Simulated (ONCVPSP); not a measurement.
gold (Au): excitation energies, all-electron against ONCV

ONCVPSP 4.0.1 input, shortened (lines: element, Z, core and valence counts, functional; n l f; lmax; l rc ep ncon nbas qcut; lloc lpopt rc5 dvloc0; l nproj debl; icmod fcfact rcfact), Wu-Cohen, fully relativistic:

```
  Au 79.00   10    4  -118130      upf
    1    0    2.00
    2    0    2.00
    2    1    6.00
    3    0    2.00
    3    1    6.00
    3    2   10.00
    4    0    2.00
    4    1    6.00
    4    2   10.00
    4    3   14.00
    5    0    2.00
    5    1    6.00
    5    2   10.00
    6    0    1.00
    2
    0    1.80    0.00    3    7    8.80
    1    1.10    0.00    4    8    7.70
    2    1.90    0.00    4    8    7.00
    4    3    0.70   -1.00
    0    2    0.60
    1    2    0.60
    2    2    3.60
    0    0.00    0.00
```

Open shells are filled in proportion to 2j + 1.

In the p channel the program set the typed energies aside and used -2.034, 0.250 Ha (j = l + 1/2; the other j can differ).

Energies are relative to the spin-unpolarised reference configuration 5s2 5p6 5d10 6s1; without spin polarisation the order of configurations can differ from experiment.

```tsv
valence configuration	charge	ΔE all-electron (eV)	error AE − PS (meV)
5s2 5p6 5d10 6s0	+1	9.463	-0.8
5s2 5p6 5d9 6s0	+2	30.728	-0.3
5s2 5p6 5d8 6s0	+3	64.645	+1.6
5s2 5p6 5d7 6s0	+4	112.380	+7.4
```

Levels in the configuration 5s2 5p6 5d8 6s0:

```csv
level,all-electron (eV),pseudo (eV)
5s j=1/2,-144.416,-144.462
5p j=3/2,-91.118,-91.131
5p j=1/2,-107.936,-107.955
5d j=5/2,-39.908,-39.906
5d j=3/2,-41.761,-41.757
```

Note: ghosts flagged at negative energy: s at -199.4 eV; GHOST(+) flagged for p3/2 at 162.6 eV, p1/2 at 268.7 eV. A true bound ghost makes a file unfit for plane-wave use.
